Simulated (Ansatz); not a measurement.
`BC[NH][GeH3]`, relaxed with RKS PBE0-D4/def2-TZVP in Ansatz from a PBE-D4/def2-SVP geometry. The force threshold is 0.005 eV/Å; the program also tests the step.

Charge 0, multiplicity 1.

Start:

```xyz
12

B    -0.620    1.663    1.292
C    -0.404    0.748    0.103
N     0.680   -0.071   -0.138
Ge    0.660   -1.600   -1.210
H    -1.575    2.414    1.279
H     0.180    1.633    2.214
H    -1.155    0.733   -0.713
H    -1.194    0.387    1.140
H     1.455    0.044    0.523
H     2.140   -1.938   -1.506
H    -0.038   -2.794   -0.498
H    -0.128   -1.220   -2.487
```

| step | energy (eV) | largest force (eV/Å) | largest move (Å) |
| --- | --- | --- | --- |
| 1 | -59840.9193 | 0.662 | 0.000 |
| 2 | -59840.9587 | 0.269 | 0.032 |
| 3 | -59840.9661 | 0.224 | 0.023 |
| 4 | -59840.9766 | 0.186 | 0.068 |
| 5 | -59840.9795 | 0.273 | 0.081 |
| 6 | -59840.9809 | 0.218 | 0.064 |
| 7 | -59840.9843 | 0.104 | 0.021 |
| 8 (rejected) | -59840.9838 | 0.139 | 0.037 |
| 9 | -59840.9846 | 0.113 | 0.018 |
| 10 (rejected) | -59840.9827 | 0.248 | 0.020 |
| 11 | -59840.9853 | 0.015 | 0.009 |
| 12 | -59840.9854 | 0.026 | 0.008 |
| 13 | -59840.9854 | 0.015 | 0.004 |
| 14 (rejected) | -59840.9854 | 0.014 | 0.005 |
| 15 | -59840.9854 | 0.004 | 0.003 |

End:

```xyz
12

B    -0.604    1.641    1.298
C    -0.424    0.757    0.097
N     0.724    0.016   -0.216
Ge    0.645   -1.563   -1.160
H    -1.592    2.309    1.371
H     0.171    1.559    2.209
H    -1.109    0.860   -0.745
H    -1.139    0.248    0.939
H     1.455    0.098    0.474
H     2.092   -1.981   -1.452
H    -0.081   -2.675   -0.369
H    -0.138   -1.268   -2.447
```

Run time 51 s (4 threads of a server CPU on a shared host); peak host memory 0.53 GiB.
